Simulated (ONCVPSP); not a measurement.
## Before and after: ONCV potential for Sb

ONCVPSP 4.0.1 input, shortened (lines: element, Z, core and valence counts, functional; n l f; lmax; l rc ep ncon nbas qcut; lloc lpopt rc5 dvloc0; l nproj debl; icmod fcfact rcfact), PBE, fully relativistic:

```
  Sb 51.00    9    2        4      upf
    1    0    2.00
    2    0    2.00
    2    1    6.00
    3    0    2.00
    3    1    6.00
    3    2   10.00
    4    0    2.00
    4    1    6.00
    4    2   10.00
    5    0    1.75
    5    1    3.25
    2
    0    1.90    0.00    3    7    3.60
    1    2.45    0.00    5    8    3.40
    2    2.10    0.21    4    7    4.30
    4    3    1.90    3.00
    0    2    1.30
    1    2    0.90
    2    2    3.50
    2    0.60    1.10
```

Open shells are filled in proportion to 2j + 1.

Change: s: nproj 1.

Cutoffs: the cutoffs (Ha) at which the residual kinetic energy of the hardest occupied pseudo-wave falls to 1 and 0.1 mHa per electron; they do not see the model core or the augmentation charge, which bear on the density cutoff. Errors are all-electron minus pseudo energies relative to the spin-unpolarised reference configuration.

Predict the effect on cutoff, ghosts and configuration errors.

The potential gets neither clearly harder nor softer (6.9 Ha and 32 Ha → 6.9 Ha and 32 Ha); of the 4 tests that both files solve, the error grows in 1 and shrinks in 0 by more than 15 % and 0.3 meV (median size 1.6 → 1.9 meV); the range in which the s phases agree narrows (upper end 3.6 → 1.8); neither file shows a bound ghost.

| quantity | base | changed |
| --- | --- | --- |
| cutoff, loose | 6.9 Ha | 6.9 Ha |
| cutoff, tight | 32 Ha | 32 Ha |
| bound ghosts | none | none |
| GHOST(+) flags under 300 eV | s at 145.6 eV | none |
| error for 5s2 5p3, meV [ΔE -2.00 eV] | -0.9 | -0.9 |
| error for 5s2 5p2, meV [ΔE 6.33 eV] | +2.0 | +2.2 |
| error for 5s2 5p1, meV [ΔE 22.32 eV] | -1.2 | +1.5 |
| error for 5s0 5p5, meV [ΔE 14.38 eV] | -34 | -34 |
| s: phases at 1.93 bohr within 0.05 rad from the reference energy up to (Ha; the scan ends near 5) | 3.6 | 1.8 |
| p3/2: phases at 2.48 bohr within 0.05 rad from the reference energy up to (Ha; the scan ends near 5) | 2.4 | 2.4 |
| p1/2: phases at 2.48 bohr within 0.05 rad from the reference energy up to (Ha; the scan ends near 5) | 2.4 | 2.4 |
| d5/2: phases at 2.13 bohr within 0.05 rad from the reference energy up to (Ha; the scan ends near 5) | 0.5 | 0.5 |
| d3/2: phases at 2.13 bohr within 0.05 rad from the reference energy up to (Ha; the scan ends near 5) | 0.5 | 0.5 |
| rms error of d²Exc/dni dnj with the model core, mHa | 4.72 | 4.73 |

Base: The cutoffs count occupied waves only; projector 2 of the d channel, the hardest unoccupied one, needs 53 Ha at the loose tolerance. Changed file: The cutoffs count occupied waves only; projector 2 of the d channel, the hardest unoccupied one, needs 53 Ha at the loose tolerance.
